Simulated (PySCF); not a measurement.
Spinor energies of Ag²⁰⁺ (silver, charge +20)

Start: [Ar] 3d9; 3d3/2 filled at m_j = -1/2, +1/2, +3/2; 3d5/2 filled at m_j = -5/2, -3/2, -1/2, +1/2, +3/2, +5/2. Calculated with PySCF 2.14 in an even-tempered Gaussian basis (17 s from 2.3 bohr⁻², ratio 2.8; 13 p from 2.9 bohr⁻², ratio 2.8; 8 d from 2.9 bohr⁻², ratio 2.8; 4 f from 14 bohr⁻², ratio 3): generalised Hartree-Fock with the X2C-1e Hamiltonian and a Gaussian nucleus; one run each with spin-orbit coupling (SO) screened by Boettger's factors, then bare. This is a chosen level, not necessarily the ground level.

| spinor shell | electrons | ε, screened SO (eV) | ε, bare SO (eV) | weight of nominal j (bare SO) | rms radius, bare SO (bohr) |
| --- | --- | --- | --- | --- | --- |
| 1s1/2 | 2 | -26257.6 | -26257.5 | 1.000 | 0.0357 |
| 2s1/2 | 2 | -4460.3 | -4460.3 | 1.000 | 0.146 |
| 2p1/2 | 2 | -4178.5 | -4184.4 | 1.000 | 0.126 |
| 2p3/2 | 4 | -4003.0 | -4000.6 | 1.000 | 0.131 |
| 3s1/2 | 2 | -1298.9 | -1298.9 | 1.000 | 0.385 |
| 3p1/2 | 2 | -1183.6 | -1184.7 | 0.996 | 0.377 |
| 3p3/2 | 4 | -1153.5 | -1153.1 | 0.998 | 0.387 |
| 3d3/2 | 3 | -961.01 | -962.12 | 0.976 | 0.357 |
| 3d5/2 | 6 | -954.52 | -953.84 | 0.988 | 0.360 |

```csv
quantity,screened SO,bare SO
E (hartree),-5134.03251,-5134.08813
M_J,3/2,3/2
⟨J²⟩,3.750,3.750
⟨L²⟩,6.009,6.010
⟨S²⟩,0.759,0.760
```

Each row is a mean over spinors that exchange with the open shell spreads, by up to 13.457 eV (3p1/2).

Breit and QED terms are absent; they matter most for the inner s and p1/2 levels.

Densities and radii are taken from the X2C orbitals without a picture-change correction, which distorts them close to the nucleus.
